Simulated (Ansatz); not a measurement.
Relaxation of ClF4H4PW (11 atoms, charge 0, multiplicity 1), to a largest force component of 0.03 eV/Å in at most 50 steps.

Computed with RKS B3LYP-D4/def2-SVP in Ansatz.

```xyz
11
Properties=species:S:1:pos:R:3
W 0.141 0.251 -0.329
Cl 0.381 -0.455 3.188
H 1.359 -0.446 0.580
F -0.268 1.969 -1.088
F -1.372 0.515 0.701
F -0.272 -1.606 -0.261
F 0.856 -0.101 -1.991
P 1.657 1.797 0.811
H 2.929 1.168 0.796
H 1.872 2.823 -0.148
H 0.649 0.846 3.037
```

Problem. Where does it end, and by what steps?

Solution. It converged. After 17 steps the energy has fallen by 0.159 eV; Cl2 moved furthest, 0.72 Å.

```json
{"step": "0", "energy less start (eV)": "0.0000", "largest force component (eV/Å)": "1.052", "accepted": "yes"}
{"step": "1", "energy less start (eV)": "-0.0515", "largest force component (eV/Å)": "0.753", "accepted": "yes"}
{"step": "2", "energy less start (eV)": "-0.0671", "largest force component (eV/Å)": "0.536", "accepted": "yes"}
{"step": "3", "energy less start (eV)": "-0.0729", "largest force component (eV/Å)": "0.653", "accepted": "yes"}
{"step": "4", "energy less start (eV)": "-0.0623", "largest force component (eV/Å)": "0.477", "accepted": "no"}
{"step": "5", "energy less start (eV)": "-0.0838", "largest force component (eV/Å)": "0.298", "accepted": "yes"}
{"step": "6", "energy less start (eV)": "-0.0958", "largest force component (eV/Å)": "0.151", "accepted": "yes"}
{"step": "7", "energy less start (eV)": "-0.1050", "largest force component (eV/Å)": "0.229", "accepted": "yes"}
{"step": "8", "energy less start (eV)": "-0.1144", "largest force component (eV/Å)": "0.314", "accepted": "yes"}
{"step": "9", "energy less start (eV)": "-0.1282", "largest force component (eV/Å)": "0.332", "accepted": "yes"}
{"step": "10", "energy less start (eV)": "-0.1243", "largest force component (eV/Å)": "0.424", "accepted": "no"}
{"step": "11", "energy less start (eV)": "-0.1469", "largest force component (eV/Å)": "0.085", "accepted": "yes"}
{"step": "12", "energy less start (eV)": "-0.1521", "largest force component (eV/Å)": "0.129", "accepted": "yes"}
{"step": "13", "energy less start (eV)": "-0.1552", "largest force component (eV/Å)": "0.150", "accepted": "yes"}
{"step": "14", "energy less start (eV)": "-0.1572", "largest force component (eV/Å)": "0.130", "accepted": "yes"}
{"step": "15", "energy less start (eV)": "-0.1580", "largest force component (eV/Å)": "0.082", "accepted": "yes"}
{"step": "16", "energy less start (eV)": "-0.1587", "largest force component (eV/Å)": "0.050", "accepted": "yes"}
{"step": "17", "energy less start (eV)": "-0.1589", "largest force component (eV/Å)": "0.028", "accepted": "yes"}
```

```xyz
11
Properties=species:S:1:pos:R:3
W 0.079 0.270 -0.485
Cl 0.710 -0.135 3.747
H 0.760 -0.401 0.897
F -0.597 1.989 -0.901
F -1.504 0.112 0.476
F 0.030 -1.570 -0.864
F 1.066 0.336 -2.067
P 1.692 1.691 0.718
H 2.818 0.825 0.792
H 2.154 2.565 -0.310
H 0.724 1.077 3.292
```

Whether the end is a true minimum wasn't checked by a vibrational analysis.

Time of the run: 63 s on 4 threads of Arm Neoverse V2, on a shared host, peak memory 0.47 GiB.
